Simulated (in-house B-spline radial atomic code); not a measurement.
Successive ionisation energies of scandium; each step leads to the configuration of the next row (after the last: bare). Dirac energy differences include first-order Breit, QED and recoil terms. NIST's values go from ground level to ground level; the uncertainty of those that are theory runs from under 0.1 % in few-electron ions to several per cent in heavy many-electron ones. Computed with a B-spline radial code for spherical atoms: Dirac-Hartree-Fock, jj configuration that fills j = l - 1/2 first, finite nuclei.

A number in brackets counts the electrons of a j subshell.

```json
{"ion": "Sc16+", "configuration": "[He] 2s2 2p1/2(1)", "ionisation energy (eV)": "1094.8", "tabulated value (eV)": "1093.5", "tabulated kind": "semi-empirical", "computed minus tabulated (eV)": "1", "highest orbital": "2p1/2", "largest mean radius (bohr)": "0.31065"}
{"ion": "Sc17+", "configuration": "[He] 2s2", "ionisation energy (eV)": "?", "tabulated value (eV)": "?", "tabulated kind": "semi-empirical", "computed minus tabulated (eV)": "?", "highest orbital": "?", "largest mean radius (bohr)": "?"}
{"ion": "Sc18+", "configuration": "[He] 2s1", "ionisation energy (eV)": "1287.8", "tabulated value (eV)": "1287.957", "tabulated kind": "tabulated theory", "computed minus tabulated (eV)": "0", "highest orbital": "2s1/2", "largest mean radius (bohr)": "0.30147"}
{"ion": "Sc19+", "configuration": "1s2", "ionisation energy (eV)": "?", "tabulated value (eV)": "?", "tabulated kind": "tabulated theory", "computed minus tabulated (eV)": "?", "highest orbital": "?", "largest mean radius (bohr)": "?"}
{"ion": "Sc20+", "configuration": "1s1", "ionisation energy (eV)": "6033.8", "tabulated value (eV)": "6033.756", "tabulated kind": "tabulated theory", "computed minus tabulated (eV)": "0", "highest orbital": "1s1/2", "largest mean radius (bohr)": "0.070866"}
```

(1) Fill in the row of Sc17+.

(2) Fill in the row of Sc19+.

(3) Where is the largest jump?

Results:

(1) ionisation energy (eV): 1206.9; tabulated value (eV): 1213.1; computed minus tabulated (eV): -6; highest orbital: 2s1/2; largest mean radius (bohr): 0.30585.

(2) ionisation energy (eV): 5673.5; tabulated value (eV): 5674.904; computed minus tabulated (eV): -1; highest orbital: 1s1/2; largest mean radius (bohr): 0.07217.

(3) From Sc18+ to Sc19+, by a factor of 4.41 (1287.8 to 5673.5 eV); the highest orbital goes from 2s1/2 to 1s1/2.
